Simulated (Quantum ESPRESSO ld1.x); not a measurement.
Input (ld1.x (Quantum ESPRESSO 7.5)):

```
 &input
    zed=55.0,
    iswitch=1,
    rel=1,
    lsd=1,
    dft='PW',
    config='[Xe] 6s0 4f0',
    verbosity='high',
    prefix='ld1',
    max_out_wfc=37,
    file_charge='ld1.rho',
 /
```

Command: `OMP_NUM_THREADS=1 ld1.x < ld1.in > ld1.out`

Standard output:

```
     Program LD1 v.7.5 starts

     --------------------------- All-electron run ----------------------------

     scalar relativistic calculation

     atomic number is 55.00
     dft =PW   lsd =1 sic =0 latt =0  beta=0.20 tr2=1.0E-14
     Exchange-correlation= PW
                           (   1   4   0   0   0   0   0)
     mesh =2077 r(mesh) =  99.55068 a.u. xmin = -8.00 dx = 0.00800
     1 Ry =  13.60569312 eV, c = 137.03599908

     n l     nl                  e(Ry)          e(Ha)          e(eV)
     1 0     1S 1( 1.00)   -2628.820491971   -1314.410245985 -35766.9248892
     2 0     2S 1( 1.00)    -412.763056209    -206.381528105  -5615.9274753
     2 1     2P 1( 3.00)    -370.504825487    -185.252412743  -5040.9749562
     3 0     3S 1( 1.00)     -86.085146683     -43.042573342  -1171.2480882
     3 1     3P 1( 3.00)     -72.484939083     -36.242469541   -986.2078372
     4 0     4S 1( 1.00)     -16.540051318      -8.270025659   -225.0388625
     4 1     4P 1( 3.00)     -12.186213279      -6.093106639   -165.8018782
     3 2     3D 1( 5.00)     -52.467185643     -26.233592821   -713.8524269
     5 0     5S 1( 1.00)      -2.365273970      -1.182636985    -32.1811918
     5 1     5P 1( 3.00)      -1.383901420      -0.691950710    -18.8289380
     4 2     4D 1( 5.00)      -5.848232980      -2.924116490    -79.5692632
     6 0     6S 1( 0.00)      -0.415013293      -0.207506647     -5.6465435
     4 3     4F 1( 0.00)      -0.065382539      -0.032691269     -0.8895748
     1 0     1S 2( 1.00)   -2628.820491971   -1314.410245985 -35766.9248892
     2 0     2S 2( 1.00)    -412.763056209    -206.381528105  -5615.9274753
     2 1     2P 2( 3.00)    -370.504825487    -185.252412743  -5040.9749562
     3 0     3S 2( 1.00)     -86.085146683     -43.042573342  -1171.2480882
     3 1     3P 2( 3.00)     -72.484939083     -36.242469541   -986.2078372
     4 0     4S 2( 1.00)     -16.540051318      -8.270025659   -225.0388625
     4 1     4P 2( 3.00)     -12.186213279      -6.093106639   -165.8018782
     3 2     3D 2( 5.00)     -52.467185643     -26.233592821   -713.8524269
     5 0     5S 2( 1.00)      -2.365273970      -1.182636985    -32.1811918
     5 1     5P 2( 3.00)      -1.383901420      -0.691950710    -18.8289380
     4 2     4D 2( 5.00)      -5.848232980      -2.924116490    -79.5692632
     6 0     6S 2( 0.00)      -0.415013293      -0.207506647     -5.6465435
     4 3     4F 2( 0.00)      -0.065382539      -0.032691269     -0.8895748

     final scf error:  4.2E-15 reached in  30 iterations

     Etot =  -15561.373418 Ry,   -7780.686709 Ha, -211723.271292 eV
     Total magnetization:    0.00 Bohr mag.

     Ekin =   16392.047221 Ry,    8196.023610 Ha,  223025.164141 eV
     Encl =  -37648.923911 Ry,  -18824.461956 Ha, -512239.705147 eV
     Eh   =    6067.001416 Ry,    3033.500708 Ha,   82545.759440 eV
     Exc  =    -371.498143 Ry,    -185.749071 Ha,   -5054.489726 eV

     normalization and overlap integrals

     s(1S/1S) =  1.000000  <r> =   0.0261  <r2> =    0.0009  r(max) =   0.0168
     s(1S/2S) = -0.016298
     s(1S/3S) = -0.006921
     s(1S/4S) = -0.003235
     s(1S/5S) = -0.001279
     s(1S/6S) = -0.000459
     s(2S/2S) =  1.000000  <r> =   0.1122  <r2> =    0.0149  r(max) =   0.0952
     s(2S/3S) = -0.004283
     s(2S/4S) = -0.001923
     s(2S/5S) = -0.000755
     s(2S/6S) = -0.000270
     s(2P/2P) =  1.000000  <r> =   0.0982  <r2> =    0.0118  r(max) =   0.0761
     s(2P/3P) = -0.003488
     s(2P/4P) = -0.001474
     s(2P/5P) = -0.000508
     s(3S/3S) =  1.000000  <r> =   0.2995  <r2> =    0.1025  r(max) =   0.2738
     s(3S/4S) = -0.001314
     s(3S/5S) = -0.000501
     s(3S/6S) = -0.000179
     s(3P/3P) =  1.000000  <r> =   0.2973  <r2> =    0.1025  r(max) =   0.2673
     s(3P/4P) = -0.001118
     s(3P/5P) = -0.000375
     s(4S/4S) =  1.000000  <r> =   0.6950  <r2> =    0.5455  r(max) =   0.6445
     s(4S/5S) = -0.000327
     s(4S/6S) = -0.000115
     s(4P/4P) =  1.000000  <r> =   0.7399  <r2> =    0.6232  r(max) =   0.6708
     s(4P/5P) = -0.000245
     s(3D/3D) =  1.000000  <r> =   0.2737  <r2> =    0.0885  r(max) =   0.2206
     s(3D/4D) = -0.000778
     s(5S/5S) =  1.000000  <r> =   1.7333  <r2> =    3.3883  r(max) =   1.5414
     s(5S/6S) = -0.000058
     s(5P/5P) =  1.000000  <r> =   2.0686  <r2> =    4.8752  r(max) =   1.7659
     s(4D/4D) =  1.000000  <r> =   0.8374  <r2> =    0.8169  r(max) =   0.7208
     s(6S/6S) =  1.000000  <r> =   4.6334  <r2> =   24.1722  r(max) =   4.0905
     s(4F/4F) =  1.000000  <r> =  16.1331  <r2> =  296.9469  r(max) =  14.4785
     s(1S/1S) =  1.000000  <r> =   0.0261  <r2> =    0.0009  r(max) =   0.0168
     s(1S/2S) = -0.016298
     s(1S/3S) = -0.006921
     s(1S/4S) = -0.003235
     s(1S/5S) = -0.001279
     s(1S/6S) = -0.000459
     s(2S/2S) =  1.000000  <r> =   0.1122  <r2> =    0.0149  r(max) =   0.0952
     s(2S/3S) = -0.004283
     s(2S/4S) = -0.001923
     s(2S/5S) = -0.000755
     s(2S/6S) = -0.000270
     s(2P/2P) =  1.000000  <r> =   0.0982  <r2> =    0.0118  r(max) =   0.0761
     s(2P/3P) = -0.003488
     s(2P/4P) = -0.001474
     s(2P/5P) = -0.000508
     s(3S/3S) =  1.000000  <r> =   0.2995  <r2> =    0.1025  r(max) =   0.2738
     s(3S/4S) = -0.001314
     s(3S/5S) = -0.000501
     s(3S/6S) = -0.000179
     s(3P/3P) =  1.000000  <r> =   0.2973  <r2> =    0.1025  r(max) =   0.2673
     s(3P/4P) = -0.001118
     s(3P/5P) = -0.000375
     s(4S/4S) =  1.000000  <r> =   0.6950  <r2> =    0.5455  r(max) =   0.6445
     s(4S/5S) = -0.000327
     s(4S/6S) = -0.000115
     s(4P/4P) =  1.000000  <r> =   0.7399  <r2> =    0.6232  r(max) =   0.6708
     s(4P/5P) = -0.000245
     s(3D/3D) =  1.000000  <r> =   0.2737  <r2> =    0.0885  r(max) =   0.2206
     s(3D/4D) = -0.000778
     s(5S/5S) =  1.000000  <r> =   1.7333  <r2> =    3.3883  r(max) =   1.5414
     s(5S/6S) = -0.000058
     s(5P/5P) =  1.000000  <r> =   2.0686  <r2> =    4.8752  r(max) =   1.7659
     s(4D/4D) =  1.000000  <r> =   0.8374  <r2> =    0.8169  r(max) =   0.7208
     s(6S/6S) =  1.000000  <r> =   4.6334  <r2> =   24.1722  r(max) =   4.0905
     s(4F/4F) =  1.000000  <r> =  16.1331  <r2> =  296.9469  r(max) =  14.4785

     ------------------------ End of All-electron run ------------------------
```

Run on one thread of a shared host, so times are rough (Intel(R) Xeon(R) Processor @ 2.60GHz): 0.94 s of CPU time, 0.98 s wall, 30 iterations on 2077 mesh points.
